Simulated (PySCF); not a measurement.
PySCF input (M06-L/def2-TZVPD):

```python
from pyscf import gto, scf, dft

mol = gto.M(
    atom='''
    Sn   -0.00000000   -0.00000000   -0.94972023
    Se    0.00000000    0.00000000    1.39664740
    ''',
    basis='def2-tzvpd',
    ecp='def2-tzvp',
    charge=0,
    spin=0,
    verbose=4,
)

mf = dft.RKS(mol, xc='m06l').density_fit(auxbasis='def2-universal-jkfit')
mf.grids.level = 4
mf.conv_tol = 1e-9
mf.max_cycle = 100
mf.max_memory = 1500
mf.kernel()
if not mf.converged:
    mf = mf.newton()
    mf.kernel(mf.make_rdm1())
mf.analyze()
```

Output:

```
ECP def2-tzvp not found for  Se
PySCF version 2.14.0

[INPUT] verbose = 4
[INPUT] num. atoms = 2
[INPUT] num. electrons = 56
[INPUT] charge = 0
[INPUT] spin (= nelec alpha-beta = 2S) = 0
[INPUT] symmetry False subgroup None
[INPUT] Mole.unit = angstrom
[INPUT] Symbol           X                Y                Z      unit          X                Y                Z       unit  Magmom
[INPUT]  1 Sn     0.000000000000   0.000000000000  -0.949720230000 AA    0.000000000000   0.000000000000  -1.794711129659 Bohr   0.0
[INPUT]  2 Se     0.000000000000   0.000000000000   1.396647400000 AA    0.000000000000   0.000000000000   2.639281078586 Bohr   0.0

nuclear repulsion = 168.696733072541
number of shells = 37
number of NR pGTOs = 209
number of NR cGTOs = 113
basis = def2-tzvpd
ecp = def2-tzvp

******** <class 'pyscf.df.df_jk.DFRKS'> ********
method = DFRKS
initial guess = minao
damping factor = 0
level_shift factor = 0
DIIS = <class 'pyscf.scf.diis.CDIIS'>
diis_start_cycle = 1
diis_space = 8
diis_damp = 0
SCF conv_tol = 1e-09
SCF conv_tol_grad = None
SCF max_cycles = 100
direct_scf = False
XC library pyscf.dft.libxc version 7.1.2
    S. Lehtola, C. Steigemann, M. J. T. Oliveira, and M. A. L. Marques,  SoftwareX 7, 1–5 (2018)
XC functionals = m06l
    Y. Zhao and D. G. Truhlar,  J. Chem. Phys. 125, 194101 (2006)
    Y. Zhao and D. G. Truhlar,  J. Chem. Phys. 125, 194101 (2006)
    Y. Zhao and D. G. Truhlar,  Theor. Chem. Acc. 120, 215 (2008)
radial grids:
    Treutler-Ahlrichs [JCP 102, 346 (1995); DOI:10.1063/1.469408] (M4) radial grids

becke partition: Becke, JCP 88, 2547 (1988); DOI:10.1063/1.454033
pruning grids: <function nwchem_prune>
grids dens level: 4
symmetrized grids: False
atomic radii adjust function: <function treutler_atomic_radii_adjust>
small_rho_cutoff = 0
Set gradient conv threshold to 3.16228e-05
Initial guess from minao.
tot grids = 62320
init E= -2578.5453342215
  HOMO = -0.655610196531922  LUMO = -0.496004658666377  gap/eV = 4.34309
cycle= 1 E= -2612.92557369964  delta_E= -34.4  |g|= 3.29  |ddm|= 30.4
  HOMO = -0.119229739093882  LUMO = -0.0458307330554902  gap/eV = 1.99729
cycle= 2 E= -2549.5309266218  delta_E= 63.4  |g|= 9.38  |ddm|= 21.8
  HOMO = -0.298301691205666  LUMO = -0.121756721012313  gap/eV = 4.80403
cycle= 3 E= -2615.5912002964  delta_E= -66.1  |g|= 1.06  |ddm|= 20.2
  HOMO = -0.113855518777024  LUMO = -0.0126276989133408  gap/eV = 2.75455
cycle= 4 E= -2614.26264259729  delta_E= 1.33  |g|= 1.96  |ddm|= 3.17
  HOMO = -0.203986467320655  LUMO = -0.0724624058980637  gap/eV = 3.57895
cycle= 5 E= -2615.90004658269  delta_E= -1.64  |g|= 0.465  |ddm|= 2.55
  HOMO = -0.210379319380149  LUMO = -0.0979134875645522  gap/eV = 3.06035
cycle= 6 E= -2615.99004328395  delta_E= -0.09  |g|= 0.123  |ddm|= 0.658
  HOMO = -0.22177177992065  LUMO = -0.103295801726602  gap/eV = 3.22390
cycle= 7 E= -2615.98982575622  delta_E= 0.000218  |g|= 0.0751  |ddm|= 0.208
  HOMO = -0.22446097032903  LUMO = -0.108190045700834  gap/eV = 3.16389
cycle= 8 E= -2615.9919664375  delta_E= -0.00214  |g|= 0.0199  |ddm|= 0.102
  HOMO = -0.22444638865458  LUMO = -0.108217403331442  gap/eV = 3.16275
cycle= 9 E= -2615.99188746268  delta_E= 7.9e-05  |g|= 0.0187  |ddm|= 0.0252
  HOMO = -0.224289043140488  LUMO = -0.108801661501747  gap/eV = 3.14257
cycle= 10 E= -2615.99204244688  delta_E= -0.000155  |g|= 0.00528  |ddm|= 0.0183
  HOMO = -0.223940831129016  LUMO = -0.108740052204851  gap/eV = 3.13477
cycle= 11 E= -2615.99205435478  delta_E= -1.19e-05  |g|= 0.000613  |ddm|= 0.00664
  HOMO = -0.223905563065439  LUMO = -0.108759511647948  gap/eV = 3.13328
cycle= 12 E= -2615.99205452905  delta_E= -1.74e-07  |g|= 7.2e-05  |ddm|= 0.0012
  HOMO = -0.22390816075976  LUMO = -0.108755664788535  gap/eV = 3.13346
cycle= 13 E= -2615.99205453137  delta_E= -2.31e-09  |g|= 2.03e-05  |ddm|= 0.000275
  HOMO = -0.223905010001166  LUMO = -0.108754038846433  gap/eV = 3.13342
cycle= 14 E= -2615.99205453152  delta_E= -1.54e-10  |g|= 2.09e-06  |ddm|= 8.4e-05
  HOMO = -0.223905488343105  LUMO = -0.108754201227481  gap/eV = 3.13343
Extra cycle  E= -2615.99205453151  delta_E= 1e-11  |g|= 3.67e-06  |ddm|= 1.11e-05
converged SCF energy = -2615.99205453151
**** SCF Summaries ****
Total Energy =                       -2615.992054531512622
Nuclear Repulsion Energy =             168.696733072540752
One-electron Energy =                -4058.139461705117355
Two-electron Energy =                 1273.450674101064124
Two-electron Coulomb Energy =         1378.807337919972497
DFT Exchange-Correlation Energy =     -105.356663818908487
HOMO-LUMO gap [eV] =                     3.133426124403084
**** MO energy ****
MO #1   energy= -453.148872142907  occ= 2
MO #2   energy= -57.9268052345229  occ= 2
MO #3   energy= -51.871502835293   occ= 2
MO #4   energy= -51.8715028352928  occ= 2
MO #5   energy= -51.8710499787947  occ= 2
MO #6   energy= -7.79178237548723  occ= 2
MO #7   energy= -5.67819773689481  occ= 2
MO #8   energy= -5.67819773689471  occ= 2
MO #9   energy= -5.67718406922117  occ= 2
MO #10  energy= -5.02710780878013  occ= 2
MO #11  energy= -3.38302773177265  occ= 2
MO #12  energy= -3.38302773177259  occ= 2
MO #13  energy= -3.37279444509187  occ= 2
MO #14  energy= -1.99097381650523  occ= 2
MO #15  energy= -1.99097278957164  occ= 2
MO #16  energy= -1.99026079980975  occ= 2
MO #17  energy= -1.99007489412601  occ= 2
MO #18  energy= -1.99007489412572  occ= 2
MO #19  energy= -0.986056626741469 occ= 2
MO #20  energy= -0.98605613456387  occ= 2
MO #21  energy= -0.980096173833364 occ= 2
MO #22  energy= -0.978821799960501 occ= 2
MO #23  energy= -0.978821799960319 occ= 2
MO #24  energy= -0.609561416239472 occ= 2
MO #25  energy= -0.394852805227629 occ= 2
MO #26  energy= -0.232322813144103 occ= 2
MO #27  energy= -0.223905488343179 occ= 2
MO #28  energy= -0.223905488343105 occ= 2
MO #29  energy= -0.108754201227481 occ= 0
MO #30  energy= -0.108754201227477 occ= 0
MO #31  energy= -0.00174219393654676 occ= 0
MO #32  energy= 0.0117230402144404 occ= 0
MO #33  energy= 0.0372466260835887 occ= 0
MO #34  energy= 0.0372466260836861 occ= 0
MO #35  energy= 0.0429593326789383 occ= 0
MO #36  energy= 0.0634622443649248 occ= 0
MO #37  energy= 0.0634622718687895 occ= 0
MO #38  energy= 0.0868687141297881 occ= 0
MO #39  energy= 0.0868687141299029 occ= 0
MO #40  energy= 0.092267888264654  occ= 0
MO #41  energy= 0.124467744604508  occ= 0
MO #42  energy= 0.151180449090214  occ= 0
MO #43  energy= 0.151180992009425  occ= 0
MO #44  energy= 0.155183691378821  occ= 0
MO #45  energy= 0.155183691378884  occ= 0
MO #46  energy= 0.173605130577855  occ= 0
MO #47  energy= 0.184819916373825  occ= 0
MO #48  energy= 0.184819916373901  occ= 0
MO #49  energy= 0.245370801424395  occ= 0
MO #50  energy= 0.245371271100891  occ= 0
MO #51  energy= 0.252135439760546  occ= 0
MO #52  energy= 0.284720826353391  occ= 0
MO #53  energy= 0.298753968282445  occ= 0
MO #54  energy= 0.298753968282525  occ= 0
MO #55  energy= 0.373256512181056  occ= 0
MO #56  energy= 0.373256512181166  occ= 0
MO #57  energy= 0.384807489160444  occ= 0
MO #58  energy= 0.425001053285365  occ= 0
MO #59  energy= 0.425005115516099  occ= 0
MO #60  energy= 0.448976698305919  occ= 0
MO #61  energy= 0.44897669830607   occ= 0
MO #62  energy= 0.452141710407505  occ= 0
MO #63  energy= 0.499138069076296  occ= 0
MO #64  energy= 0.710099883730708  occ= 0
MO #65  energy= 0.710099883730897  occ= 0
MO #66  energy= 0.730299246604485  occ= 0
MO #67  energy= 0.730299246604554  occ= 0
MO #68  energy= 0.744479291245177  occ= 0
MO #69  energy= 0.744479731392838  occ= 0
MO #70  energy= 0.817141255538636  occ= 0
MO #71  energy= 0.873411300998254  occ= 0
MO #72  energy= 0.873411300998256  occ= 0
MO #73  energy= 0.890608901470597  occ= 0
MO #74  energy= 1.09251111162745   occ= 0
MO #75  energy= 1.1588988240047    occ= 0
MO #76  energy= 1.17319352117832   occ= 0
MO #77  energy= 1.1731937617541    occ= 0
MO #78  energy= 1.18392034605033   occ= 0
MO #79  energy= 1.18392034605038   occ= 0
MO #80  energy= 1.32526465835371   occ= 0
MO #81  energy= 1.32530284293089   occ= 0
MO #82  energy= 1.34645803250753   occ= 0
MO #83  energy= 1.34645803250759   occ= 0
MO #84  energy= 1.38417060084101   occ= 0
MO #85  energy= 1.38417060084103   occ= 0
MO #86  energy= 1.42810591200206   occ= 0
MO #87  energy= 1.42810670656689   occ= 0
MO #88  energy= 1.52188671727182   occ= 0
MO #89  energy= 1.57397385376797   occ= 0
MO #90  energy= 1.57397385376819   occ= 0
MO #91  energy= 1.63377211712657   occ= 0
MO #92  energy= 1.7269074687569    occ= 0
MO #93  energy= 1.726907468757     occ= 0
MO #94  energy= 2.11626555834131   occ= 0
MO #95  energy= 2.25052618042152   occ= 0
MO #96  energy= 2.25052618042156   occ= 0
MO #97  energy= 2.29338852785717   occ= 0
MO #98  energy= 2.29339450484368   occ= 0
MO #99  energy= 2.41905049757568   occ= 0
MO #100 energy= 2.41905049757571   occ= 0
MO #101 energy= 2.49850994057621   occ= 0
MO #102 energy= 3.22045842045307   occ= 0
MO #103 energy= 3.6699635249329    occ= 0
MO #104 energy= 3.6700688225383    occ= 0
MO #105 energy= 3.70536577765266   occ= 0
MO #106 energy= 3.70536577765278   occ= 0
MO #107 energy= 3.8623024395672    occ= 0
MO #108 energy= 6.67262818021176   occ= 0
MO #109 energy= 36.5355526706778   occ= 0
MO #110 energy= 36.9258800480264   occ= 0
MO #111 energy= 36.9258800480264   occ= 0
MO #112 energy= 37.1794323702785   occ= 0
MO #113 energy= 112.104634799813   occ= 0
 ** Mulliken pop on meta-lowdin orthogonal AOs  **
 ** Mulliken pop  **
pop of  0 Sn 4s           1.78161
pop of  0 Sn 5s           1.91635
pop of  0 Sn 6s           0.03698
pop of  0 Sn 7s           0.01609
pop of  0 Sn 8s           0.01260
pop of  0 Sn 9s           0.00408
pop of  0 Sn 10s          0.07061
pop of  0 Sn 4px          0.01049
pop of  0 Sn 4py          0.28702
pop of  0 Sn 4pz          0.28702
pop of  0 Sn 5px          1.69672
pop of  0 Sn 5py          1.71556
pop of  0 Sn 5pz          1.71556
pop of  0 Sn 6px          0.19282
pop of  0 Sn 6py          0.20641
pop of  0 Sn 6pz          0.20641
pop of  0 Sn 7px          0.21584
pop of  0 Sn 7py          0.01385
pop of  0 Sn 7pz          0.01385
pop of  0 Sn 8px          0.09147
pop of  0 Sn 8py          0.00148
pop of  0 Sn 8pz          0.00148
pop of  0 Sn 4dxy         1.34825
pop of  0 Sn 4dyz         1.35167
pop of  0 Sn 4dz^2        1.34825
pop of  0 Sn 4dxz         1.34916
pop of  0 Sn 4dx2-y2      1.99630
pop of  0 Sn 5dxy         0.27223
pop of  0 Sn 5dyz         0.25454
pop of  0 Sn 5dz^2        0.27223
pop of  0 Sn 5dxz         0.29040
pop of  0 Sn 5dx2-y2      0.00153
pop of  0 Sn 6dxy         0.22263
pop of  0 Sn 6dyz         0.21281
pop of  0 Sn 6dz^2        0.22263
pop of  0 Sn 6dxz         0.23243
pop of  0 Sn 6dx2-y2      0.00214
pop of  0 Sn 7dxy         0.14097
pop of  0 Sn 7dyz         0.14175
pop of  0 Sn 7dz^2        0.14097
pop of  0 Sn 7dxz         0.12637
pop of  0 Sn 7dx2-y2      0.00001
pop of  0 Sn 4f-3         0.00000
pop of  0 Sn 4f-2         0.00000
pop of  0 Sn 4f-1         0.00025
pop of  0 Sn 4f+0         0.00022
pop of  0 Sn 4f+1         0.00025
pop of  0 Sn 4f+2         0.00000
pop of  0 Sn 4f+3         0.00000
pop of  0 Sn 5f-3         0.00000
pop of  0 Sn 5f-2         0.00000
pop of  0 Sn 5f-1         0.00040
pop of  0 Sn 5f+0         0.00448
pop of  0 Sn 5f+1         0.00040
pop of  0 Sn 5f+2         0.00000
pop of  0 Sn 5f+3         0.00000
pop of  1 Se 1s           1.99997
pop of  1 Se 2s           1.99966
pop of  1 Se 3s           1.99892
pop of  1 Se 4s           1.98468
pop of  1 Se 5s           0.07367
pop of  1 Se 6s           0.01186
pop of  1 Se 7s           0.00560
pop of  1 Se 2px          1.99998
pop of  1 Se 2py          1.99998
pop of  1 Se 2pz          1.99998
pop of  1 Se 3px          1.99989
pop of  1 Se 3py          1.99989
pop of  1 Se 3pz          1.99989
pop of  1 Se 4px          1.70687
pop of  1 Se 4py          1.70687
pop of  1 Se 4pz          1.70965
pop of  1 Se 5px          0.01612
pop of  1 Se 5py          0.01612
pop of  1 Se 5pz          0.04353
pop of  1 Se 6px          0.00010
pop of  1 Se 6py          0.00010
pop of  1 Se 6pz          0.03035
pop of  1 Se 7px          0.00051
pop of  1 Se 7py          0.00051
pop of  1 Se 7pz          0.01486
pop of  1 Se 3dxy         1.99989
pop of  1 Se 3dyz         1.99985
pop of  1 Se 3dz^2        1.99975
pop of  1 Se 3dxz         1.99985
pop of  1 Se 3dx2-y2      1.99989
pop of  1 Se 4dxy         0.00009
pop of  1 Se 4dyz         0.02703
pop of  1 Se 4dz^2        0.05311
pop of  1 Se 4dxz         0.02703
pop of  1 Se 4dx2-y2      0.00018
pop of  1 Se 5dxy         0.00000
pop of  1 Se 5dyz         0.01814
pop of  1 Se 5dz^2        0.01235
pop of  1 Se 5dxz         0.01814
pop of  1 Se 5dx2-y2      0.00054
pop of  1 Se 6dxy         0.00002
pop of  1 Se 6dyz         0.01028
pop of  1 Se 6dz^2        0.01926
pop of  1 Se 6dxz         0.01028
pop of  1 Se 6dx2-y2      0.00075
pop of  1 Se 7dxy         0.00001
pop of  1 Se 7dyz         0.00506
pop of  1 Se 7dz^2        0.01201
pop of  1 Se 7dxz         0.00506
pop of  1 Se 7dx2-y2      0.00022
pop of  1 Se 4f-3         0.00000
pop of  1 Se 4f-2         0.00000
pop of  1 Se 4f-1         0.00710
pop of  1 Se 4f+0         0.01978
pop of  1 Se 4f+1         0.00710
pop of  1 Se 4f+2         0.00005
pop of  1 Se 4f+3         0.00000
 ** Mulliken atomic charges  **
charge of    0Sn =      1.57238
charge of    1Se =     -1.57238
Dipole moment(X, Y, Z, Debye): -0.00000,  0.00000, -2.87706
```
